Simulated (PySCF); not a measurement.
Radial density of Sc²⁺ (scandium, charge +2)

M06-2X, [Ar] 3d1, 2D determinant. All numbers are calculated (PySCF 2.14, the non-relativistic Hamiltonian (point nucleus), in aug-cc-pwCVTZ (10s9p7d4f3g, 127 functions)).

```
r (bohr)  4πr²ρ (e/bohr)  4πr²(ρα − ρβ)
 0.00131          0.1258         0.0000
 0.00220          0.3426         0.0000
 0.00370          0.9104         0.0000
 0.00622           2.316         0.0000
  0.0105           5.485         0.0000
  0.0176           11.52        -0.0001
  0.0296           19.79        -0.0001
  0.0498           24.73        -0.0001
  0.0838           20.68         0.0002
   0.141           19.35         0.0031
   0.237           26.28         0.0259
   0.399           14.96         0.1464
   0.671           7.136         0.4472
    1.13           8.087         0.6098
    1.90           1.873         0.3484
    3.19         0.09763         0.0649
    5.37        0.001772         0.0018
```
